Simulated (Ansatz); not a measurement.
Which is lower?

The two ends of one reaction step of SiH₅BrO, closed shell (PBE0-D4/def2-TZVP).

A:

```
atom    x (Å)    y (Å)    z (Å)
 Si1   0.4211   0.8883  -0.4739
  H2   0.4325  -0.3768  -1.2717
  H3   1.5558   1.7394  -0.8965
  H4  -0.8678   1.5752  -0.7570
  O5   0.6334   0.5851   1.1265
  H6  -0.7257  -2.1049  -0.2325
 Br7  -1.4724  -2.2727   0.9689
  H8   0.0231  -0.0337   1.5361
```

B:

```
8
angstrom
Si -0.2033 0.6672 0.4661
H 0.7968 -1.7811 -2.8848
H 0.8166 0.6182 -0.5970
H -1.2778 1.6460 0.1835
O 0.5913 1.0024 1.8526
H 0.3916 -1.8651 -2.2631
Br -1.2083 -1.3148 0.5713
H 0.0932 1.0272 2.6713
```

Ansatz 0.2.0; basis: def2-TZVPP; cores frozen in the correlated methods. Filled d shells of the heavier atoms are correlated. The def2 sets are not built for correlating such inner shells, so the correlated values are less sure here. B3LYP uses VWN-RPA correlation.

Q: Which structure is lower at CCSD(T), and by how much? (An estimate is asked for; the value comes from the calculation.)

A: The calculation gives: B, by 17.39 kcal/mol (electronic energy, against the other). By their contacts, A is a complex of SiH₄O ([OH][SiH3]) + HBr and B is a complex of SiH₃BrO ([OH][SiH2][Br]) + H₂.

All methods give the same order:

```tsv
method	E(B) − E(A) (kcal/mol)
SPW92	-16.38
PBE-D4	-18.52
BLYP-D4	-17.86
r2SCAN-D4	-19.50
B97M-V	-17.25
PBE0-D4	-18.60
B3LYP-D4	-17.85
r2SCAN0-D4	-19.39
BHLYP-D4	-17.95
CAM-B3LYP-D4	-16.91
wB97X-V	-18.12
wB97M-V	-18.68
B2PLYP	-18.21
PBE-QIDH	-19.16
RPA on PBE	-16.21
HF	-17.47
MP2	-19.68
CCSD	-16.93
CCSD(T)	-17.39
```

T1 diagnostic: at most 0.009.

Labels in which every atom is bracketed show which atoms are joined, not bond orders.

For scale, one of the runs: CCSD(T)/def2-TZVPP, 191 basis functions, launched by `ansatz run in.yaml --threads 4 --pin off --events-out ev --progress --plain --max-ram 9574MiB`. Hardware: 4 CPU threads of an Arm Neoverse V2, shared host. Wall time 52 s; peak host memory 2.1 GiB.
